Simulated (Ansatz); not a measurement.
Ansatz (a first-principles code) input (SVWN5/def2-TZVPD):

Ansatz 0.2 input:
```yaml
crystal:
  periodic: [false, false, false]
  atoms:
    - {symbol: Hg, position_ang: [0.00000000, 0.00000000, 0.00000000]}
    - {symbol: Cl, position_ang: [-0.00000000, -0.00000000, -2.28483868]}
    - {symbol: Cl, position_ang: [0.00000000, 0.00000000, 2.28483868]}
basis:
  gaussian:
    orbitals: def2-TZVPD
hamiltonian:
  xc: {name: SVWN5}
total_charge: -1
magnetization: {spin_polarized: true, initial_magnetization: 1}
```

End of the output:

```
integrals: 0.06 GiB planned
950 factors; their error is unknown
mean field: 0.52 GiB planned
mean field evaluation 1: about -29137.1939 eV, gradient 2.4e1 eV
mean field evaluation 2: about -29134.0277 eV, gradient 3.8e1 eV
mean field evaluation 4: about -29139.4687 eV, gradient 2.1e0 eV
mean field evaluation 8: about -29139.4895 eV, gradient 7.4e-3 eV
mean field evaluation 16: about -29139.4793 eV, gradient 1.0e-5 eV
mean field evaluation 32: about -29138.1817 eV, gradient 1.1e0 eV
mean field -29139.47933962 eV, -1070.8561142826 hartree, gradient 7.4e-6 eV, S^2 0.750285; 6 other end points of the search recorded, 0 dependent functions left out
reference -29139.47937811 eV, -1070.8561156972 hartree; 28, 27 occupied and 110, 111 virtual orbitals, 950 factors
Total energy: -29139.47937811 eV, -1070.8561156972 hartree
```

This state (charge -1, doublet) is run at the relaxed geometry of the species with charge 0 and multiplicity 1.
